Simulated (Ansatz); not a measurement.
`[OH][In]([Cl])[Cl]`. The species carries charge 0 and has multiplicity 1. In: def2 effective core potential.

Cartesian coordinates in Å:
```
O -0.534 -1.002 -1.087
In 0.020 0.410 0.156
Cl 1.368 -0.116 1.952
Cl -0.677 2.565 -0.186
H -0.177 -1.858 -0.835
```

**Question.** What are the harmonic wavenumbers in cm⁻¹ at PBE0-D4/def2-TZVP (Ansatz, finite differences of forces, unscaled)? (An estimate is asked.)

**Answer.** Ansatz gave: 88, 112, 117, 313, 361, 394, 626, 850, 3873.

**Question.** Is this a minimum?

**Answer.** Yes, all 9 modes are real.

**Question.** Give the ideal-gas thermochemistry at 298.15 K and 1 bar (rigid rotor, harmonic oscillator; point group Cs, symmetry number 1).

**Answer.** Zero-point energy 40.3 kJ/mol; H(298) − E = 59.3 kJ/mol; entropy 352.1 J/(mol·K), of which translation 175.1, rotation 118.0, vibration 59.0; G(298) − E = -45.7 kJ/mol. Modes under 100 cm⁻¹ are hindered rotations or soft bends, so the harmonic entropy is rough.
